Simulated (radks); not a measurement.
Values are calculated unless marked as measured or tabulated.
Question: All-electron atom: the bismuth ion Bi13+ in [Xe] 4f14 5d2. Code: a radial shooting solver on a logarithmic mesh with Libxc functionals. Model: scalar-relativistic Kohn-Sham, SCAN, spin-polarised, spherical densities, finite nucleus; open shells are filled with parallel spins first (spin-orbit coupling, left out, can overturn this in heavy ions); meta-GGA in the generalised Kohn-Sham scheme; Fermi nuclear charge, rms radius 5.5211 fm. Some entries of the table are withheld. Estimate them.

| orbital | occ. | eigenvalue (Ry) | <r^2> (bohr^2) |
|---|---|---|---|
| 1s up | 1 | -6686.306 | 0.0003464 |
| 1s down | 1 | -6686.305 | 0.0003464 |
| 2s up | 1 | -1218.608 | 0.005240 |
| 2s down | 1 | -1218.590 | 0.005240 |
| 2p up | 3 | -1045.068 | 0.004485 |
| 2p down | 3 | -1045.050 | 0.004485 |
| 3s up | 1 | -308.7327 | 0.03362 |
| 3s down | 1 | -308.7247 | 0.03362 |
| 3p up | 3 | -258.8841 | 0.03497 |
| 3p down | 3 | -258.8737 | 0.03496 |
| 3d up | 5 | -208.6759 | 0.02902 |
| 3d down | 5 | -208.6575 | 0.02902 |
| 4s up | 1 | -84.97501 | 0.1597 |
| 4s down | 1 | -84.94211 | 0.1597 |
| 4p up | 3 | -68.54064 | 0.1829 |
| 4p down | 3 | -68.50875 | 0.1827 |
| 4d up | 5 | -49.67210 | 0.2040 |
| 4d down | 5 | -49.63251 | 0.2037 |
| 4f up | 7 | (1) | 0.2245 |
| 4f down | 7 | (2) | 0.2233 |
| 5s up | 1 | -28.65655 | (3) |
| 5s down | 1 | -28.45158 | (4) |
| 5p up | 3 | -23.68250 | 0.8754 |
| 5p down | 3 | -23.45256 | 0.8704 |
| 5d up | 2 | -17.66981 | 1.155 |

Answer: 
(1) 4f up eigenvalue (Ry): -28.95793
(2) 4f down eigenvalue (Ry): -28.90967
(3) 5s up <r^2> (bohr^2): 0.7176
(4) 5s down <r^2> (bohr^2): 0.7146
